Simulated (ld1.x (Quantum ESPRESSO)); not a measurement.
## What one change does to a pseudopotential (carbon, TM)

```json
{
  "Element": "C (Z = 6)",
  "Generator": "ld1.x (Quantum ESPRESSO) 7.5",
  "Type": "norm-conserving Troullier–Martins (Kleinman–Bylander form)",
  "Functional": "LDA (PZ)",
  "Relativity": "non-relativistic",
  "Frozen core": "[He]",
  "Valence charge": "4",
  "Reference configuration": "2s1 2p3",
  "Partial waves": "2p (bound): rc 2.05 bohr; 3d channel at 0.3 Ry: rc 1.60 bohr; 2s (bound): rc 0.80 bohr",
  "Local potential": "the s channel",
  "Core correction": "a·sin(br)/r model core, default radius (core density twice the valence density)"
}
```

Change: functional PBE.

Cutoffs: the cutoffs (Ry, on a coarse ladder) from which the occupation-weighted sum of valence levels, in a spherical-Bessel basis at the reference potential, stays within 10 and 1 mRy of its value at 400 Ry; they do not see the model core or the augmentation charge, which bear on the density cutoff. Errors are all-electron minus pseudo energies relative to the spin-unpolarised reference configuration.

Q: Predict the effect on cutoff, ghosts and configuration errors.

A: The potential gets neither clearly harder nor softer (90 Ry and 200 Ry → 90 Ry and 200 Ry); the number of tests with a reliable result goes from 9 to 7; of the 7 tests that both files solve, the error grows in 1 and shrinks in 3 by more than 15 % and 0.3 meV (median size 27.0 → 19.2 meV); neither file shows a bound ghost.

```tsv
quantity	base	changed
cutoff, loose	90 Ry	90 Ry
cutoff, tight	200 Ry	200 Ry
bound ghosts	none	none
error for 2s2 2p2, meV [ΔE -8.23 → -8.46 eV]	+4.5	-1.8
error for 2s2 2p1, meV [ΔE 2.76 → 2.40 eV]	+82	+73
error for 2s2 2p0, meV [ΔE 27.03 → 26.56 eV]	+431	+433
error for 2s2 2p2.3, meV [ΔE -9.43 → -9.62 eV]	-1.5	-6.8
error for 2s2 2p1.5, meV [ΔE -4.20 → -4.50 eV]	+27	+19
error for 2s0 2p4, meV [ΔE 8.26 → 8.48 eV]	+5.5	-1.2
error for 2s1 2p0, meV [ΔE 74.98 → 74.73 eV]	+822	+868
s: phases at 2.26 bohr within 0.05 rad from the reference energy up to (Ry; the scan ends near 5)	2.4	2.4
p: phases at 2.26 bohr within 0.05 rad from the reference energy up to (Ry; the scan ends near 5)	2.0	2.0
d: phases at 2.26 bohr within 0.05 rad from the reference energy up to (Ry; the scan ends near 5)	to the end of the scan	to the end of the scan
```
